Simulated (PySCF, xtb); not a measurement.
B(F)(Br)(Me) (CH₃BBrF), SMILES CB(F)Br.

GFN2-xTB (xtb) at its own geometry gives an orbital gap of 4.53 eV and a dipole moment of 3.92 D.

Geometry optimised at B3LYP-D3(BJ)/def2-SVP.

Question: What does CAM-B3LYP/def2-TZVPD (PySCF) give? (Estimate from the structure and the level; the computed values follow.)

Answer: gap 10.15 eV (levels -9.86 and 0.29 eV), dipole 1.71 D.
